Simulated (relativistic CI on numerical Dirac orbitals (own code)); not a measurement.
Crystal-field levels of Tm³⁺, 4f12

Calculated by Dirac-Coulomb-Breit CI, KLI orbitals optimised for each configuration, model QED (radiative potential, 1s self-energy scaled to tabulated hydrogen-like ionisation energies), valence Slater integrals scaled by 0.8, one configuration in a parametric crystal field (own radial code).

Field parameters in Wybourne normalisation; cubic f-shell fields have B⁴₄ = √(5/14) B⁴₀ and B⁶₄ = −√(7/2) B⁶₀. The field is a parameter set, without covalency.

S and J are read from ⟨S²⟩ = S(S + 1) and ⟨J²⟩ = J(J + 1) of each level; they are not fictitious spins.

Oh, B40 = -2150, B60 = 520 cm⁻¹, the lowest 16 levels:

| E (cm⁻¹) | Degeneracy | Irrep | S | J |
| --- | --- | --- | --- | --- |
| 0.0 | 1 | A2 | 0.99 | 6.00 |
| 102 | 3 | T2 | 0.99 | 5.99 |
| 171 | 2 | E | 0.99 | 5.99 |
| 636 | 3 | T1 | 0.99 | 5.99 |
| 668 | 3 | T2 | 0.99 | 6.00 |
| 701 | 1 | A1 | 0.99 | 5.99 |
| 5199 | 1 | A1 | 0.72 | 4.02 |
| 5570 | 3 | T1 | 0.74 | 4.02 |
| 5868 | 2 | E | 0.75 | 4.01 |
| 6033 | 3 | T2 | 0.75 | 4.01 |
| 8321 | 3 | T2 | 1.00 | 4.99 |
| 8373 | 3 | T1 | 0.99 | 4.99 |
| 8695 | 2 | E | 1.00 | 4.99 |
| 8721 | 3 | T1 | 1.00 | 4.99 |
| 12495 | 2 | E | 0.92 | 4.00 |
| 12582 | 3 | T1 | 0.92 | 3.99 |

Oh, B40 = -650, B60 = -630 cm⁻¹, the lowest 10 levels:

```tsv
E (cm⁻¹)	Degeneracy	Irrep	S	J
0.0	3	T2	0.99	6.00
68.3	2	E	0.99	6.00
324	3	T1	0.99	6.00
350	1	A1	0.99	5.99
383	3	T2	0.99	6.00
483	1	A2	0.99	6.00
5358	2	E	0.73	4.00
5476	3	T1	0.75	4.02
5713	1	A1	0.75	4.01
5722	3	T2	0.75	4.00
```

Oh, B40 = 1890, B60 = 270 cm⁻¹, the lowest 10 levels:

```
E (cm⁻¹)  Degeneracy  Irrep     S     J
     0.0           1     A1  0.99  5.99
    92.4           3     T1  0.99  5.99
     195           3     T2  0.99  6.00
     364           1     A2  0.99  6.00
     585           3     T2  0.99  6.00
     622           2      E  0.99  6.00
    5353           3     T2  0.73  4.00
    5774           2      E  0.75  4.01
    5826           3     T1  0.75  4.01
    5895           1     A1  0.75  4.01
```

C2v, B20 = -620, B22 = -140, B40 = -250, B42 = -350, B44 = 260, B60 = -100, B62 = -260, B64 = 20, B66 = 110 cm⁻¹, the lowest 10 levels:

```
E (cm⁻¹)  Degeneracy     S     J
     0.0           1  0.99  6.00
     0.1           1  0.99  6.00
     102           1  0.99  6.00
     107           1  0.99  6.00
     183           1  0.99  6.00
     205           1  0.99  6.00
     245           1  0.99  6.00
     321           1  0.99  6.00
     335           1  0.99  6.00
     339           1  0.99  6.00
```

D3h, B20 = 110, B40 = -820, B60 = 70, B66 = -220 cm⁻¹, the lowest 10 levels:

```json
{"E (cm⁻¹)": "0.0", "Degeneracy": "1", "S": "0.99", "J": "6.00"}
{"E (cm⁻¹)": "22.7", "Degeneracy": "2", "S": "0.99", "J": "6.00"}
{"E (cm⁻¹)": "43.6", "Degeneracy": "1", "S": "0.99", "J": "6.00"}
{"E (cm⁻¹)": "51.2", "Degeneracy": "1", "S": "0.99", "J": "6.00"}
{"E (cm⁻¹)": "68.0", "Degeneracy": "2", "S": "0.99", "J": "6.00"}
{"E (cm⁻¹)": "108", "Degeneracy": "1", "S": "0.99", "J": "6.00"}
{"E (cm⁻¹)": "176", "Degeneracy": "1", "S": "0.99", "J": "6.00"}
{"E (cm⁻¹)": "204", "Degeneracy": "2", "S": "0.99", "J": "6.00"}
{"E (cm⁻¹)": "208", "Degeneracy": "2", "S": "0.99", "J": "6.00"}
{"E (cm⁻¹)": "5342", "Degeneracy": "1", "S": "0.74", "J": "4.00"}
```

The next free-ion level lies 5326 cm⁻¹ above the lowest; the field splits the ground level into components whose J stays near 6 as long as their spread is small against that gap.

Levels of this model without a field, named by their leading LS term (the scale mimics covalency, so terms lie below those of the real free ion): 3H_6 0, 3F_4 5326, 3H_5 8095, 3H_4 12285, 3F_3 14500, 3F_2 15142, 1G_4 20168, 1D_2 28342 cm⁻¹.
